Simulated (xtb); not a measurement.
C₂H₂F₂, SMILES F/C=C/F. All values are semi-empirical tight-binding results from xtb (GFN2-xTB unless named), good for trends rather than for accurate numbers. Geometry optimised at GFN2-xTB.

Optimised geometry:

Bonds (Å): F1–C2 1.335, C2–C3 1.320, C2–H5 1.079, C3–F4 1.335, C3–H6 1.079. Angles (°): F1–C2–C3 120.6, F1–C2–H5 113.6, C3–C2–H5 125.8, C2–C3–F4 120.6, C2–C3–H6 125.8, F4–C3–H6 113.6.

- point group as xtb finds it: C2h
- orbital gap: 5.17 eV
- dipole moment: 0.00 D
- zero-point energy: 22.0 kcal/mol
- G − E(el) at 298.15 K (modified RRHO): 6.0 kcal/mol
- static polarisability (D4 model): 28.8 bohr³
- solvation energy, GFN2-xTB/ALPB(water): -1.3 kcal/mol
- solvation energy, GFN2-xTB/ALPB(chcl3): -2.3 kcal/mol

**Question.** Give the IR lines (harmonic; lines under 4 % of the strongest left out, lines within 3 cm⁻¹ merged). (An estimate is asked for; the answer gives what the named calculation found.)

**Answer.** ν (cm⁻¹): 288 (w), 324 (w), 952 (w), 1142 (vs), 1202 (m), 3105 (w) (against the strongest line: vs over 80 %, s over 45 %, m over 15 %, w over 4 %, vw less)

**Question.** Give the atomic charges and the Wiberg bond orders between heavy atoms. (Estimate from the structure and the level; the computed values follow.)

**Answer.** charges (e) F1 -0.20, C2 0.11, C3 0.11, F4 -0.20, H5 0.09, H6 0.09. Bond orders F1–C2 0.99, C2–C3 1.84, C3–F4 0.99.
